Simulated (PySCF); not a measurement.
# Bond lengths and vibrations by method: H2NOSi anion

These are calculations, not measurements. They come from PySCF 2.14.0, an open-source quantum chemistry program, on an isolated molecule that a program drew, which may never have been made. The molecule is H2NOSi anion (charge -1, singlet), drawn as the SMILES string `N=[SiH][O-]`.

The geometry was optimised and harmonic frequencies were computed with HF and MP2, all in the aug-cc-pV(D+d)Z basis, for the commonest isotopes, with a restricted reference for singlets and an unrestricted one otherwise, and a frozen core in MP2. Each result is a local minimum of its method.

Geometry at the HF minimum:
```xyz
5
H2NOSi anion, angstrom
N    -1.3690    1.0998   -2.7371
Si   -0.9845    0.5342   -1.2689
O    -0.0989   -0.6281   -0.8034
H    -1.9869    1.8937   -2.7068
H    -1.6134    1.2885   -0.1249
```

Lengths of the bonds as drawn, in Å (atoms numbered as above):
```
  bond     HF    MP2
N1-Si2  1.620  1.662
Si2-O3  1.534  1.580
 N1-H4  1.007  1.030
Si2-H5  1.508  1.516
```

Rotational constants, in GHz:
```
constant     HF    MP2
       A  54.69  51.15
       B  7.509  7.166
       C  6.603  6.286
```

Harmonic frequencies in cm^-1, each column in rising order, so a row needn't be the same motion in every method:
```
rank,HF,MP2
1,410,357
2,546,507
3,652,554
4,790,728
5,978,872
6,1000,906
7,1275,?
8,2133,2065
9,3738,3475
```

**Estimate the missing MP2 frequency from the HF column.**

A single factor s that minimises the squared misfit of MP2 against s times HF over the other rows is sum(HF x MP2) / sum(HF^2) = 0.9326, with an rms misfit of 38 cm^-1. For rank 7 it gives 0.9326 x 1275 = 1189 cm^-1. The calculation gives 1140 cm^-1, 49 cm^-1 below the estimate. The drawn bonds are on average 2.1 % longer in MP2 than in HF.
